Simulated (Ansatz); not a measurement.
BrI, SMILES `BrI`, 2 atoms. Total charge 0; spin multiplicity 1. Correlated methods include outer-core shells of Br, I, which these sets cover unevenly. Scalar relativity is left out up to krypton. I takes the def2 core potential. All runs use 4 threads of an Arm Neoverse V2 on a shared host. Correlated methods freeze the cores. Open-shell runs search over several starts.

**Question.** Give the basis size and wall time and peak host memory of each of these runs in Ansatz. UKS B3LYP-D4/def2-TZVPP energy of the cation; UKS ωB97X-V/def2-TZVPP energy of the cation; RKS CAM-B3LYP-D4/def2-TZVPP energy; RHF-CCSD(T)/def2-TZVPP energy; UHF-CCSD(T)/def2-TZVPP energy of the cation; RKS B97M-V/def2-TZVPP energy; UKS ωB97M-V/def2-TZVPP energy of the cation; UKS r2SCAN-D4/def2-TZVPP energy of the cation; RKS PBE0-D4/def2-TZVP relaxation (4 steps); UKS B2PLYP (frozen core)/def2-TZVPP energy of the cation; UKS PBE0-D4/def2-TZVPP energy of the cation; UKS PBE-D4/def2-TZVPP energy of the cation. (Estimate.)

**Answer.** The calculation gave: Other jobs shared the machine, so times are rough.

```csv
level,job,functions,wall time,peak host memory (GiB)
RKS CAM-B3LYP-D4/def2-TZVPP,energy,98,0.6 s,0.23
UKS PBE0-D4/def2-TZVPP,energy of the cation,98,1.1 s,0.24
RKS B97M-V/def2-TZVPP,energy,98,1.4 s,0.16
UKS PBE-D4/def2-TZVPP,energy of the cation,98,1.6 s,0.23
RHF-CCSD(T)/def2-TZVPP,energy,98,1.6 s,0.31
UKS B3LYP-D4/def2-TZVPP,energy of the cation,98,1.7 s,0.24
UKS B2PLYP (frozen core)/def2-TZVPP,energy of the cation,98,2.1 s,0.24
UKS r2SCAN-D4/def2-TZVPP,energy of the cation,98,2.6 s,0.23
RKS PBE0-D4/def2-TZVP,relaxation (4 steps),98,3.3 s,0.18
UKS ωB97X-V/def2-TZVPP,energy of the cation,98,4.2 s,0.34
UKS ωB97M-V/def2-TZVPP,energy of the cation,98,4.9 s,0.37
UHF-CCSD(T)/def2-TZVPP,energy of the cation,98,9 s,0.61
```

B3LYP here is the variant with VWN-RPA as its local correlation; programs differ in this.
